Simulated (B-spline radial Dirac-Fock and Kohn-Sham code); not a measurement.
**The Li-like isoelectronic sequence (3 electrons), Z = 3 to 18**

Method: relaxed Dirac-Fock hole states (ΔSCF) with Breit and QED corrections and a finite nucleus. Computed with a B-spline atomic structure program. Binding energies in eV, tabulated ground configurations ([He] 2s1 throughout). No correlation.

| ion | outermost level | NIST ionisation energy |
| --- | --- | --- |
| Li | 5.34 (2s) | 5.391715 |
| Be⁺ | 18.13 (2s) | 18.21115 |
| B²⁺ | 37.83 (2s) | 37.93059 |
| C³⁺ | 64.38 (2s) | 64.49352 |
| N⁴⁺ | 97.76 (2s) | 97.8901 |
| O⁵⁺ | 138.0 (2s) | 138.1189 |
| F⁶⁺ | 185.0 (2s) | 185.1868 |
| Ne⁷⁺ | 239.0 (2s) | 239.097 |
| Mg⁹⁺ | 367.3 (2s) | 367.489 ± 0.007 |
| Al¹⁰⁺ | 441.9 (2s) | 442.005 ± 0.007 |
| Si¹¹⁺ | 523.3 (2s) | 523.415 ± 0.007 |
| P¹²⁺ | 611.6 (2s) | 611.741 ± 0.007 |
| S¹³⁺ | ? | ? |
| Cl¹⁴⁺ | 809.0 (2s) | 809.198 ± 0.007 |
| Ar¹⁵⁺ | 918.2 (2s) | 918.375 ± 0.007 |

Problem. Fill in the row of S¹³⁺.

Solution. outermost 706.8 (2s), NIST 706.994 ± 0.007 eV.

NIST's values are for the lowest levels; a dash marks a value that is missing or belongs to another shell. Their kind here: measured, semi-empirical, theoretical.
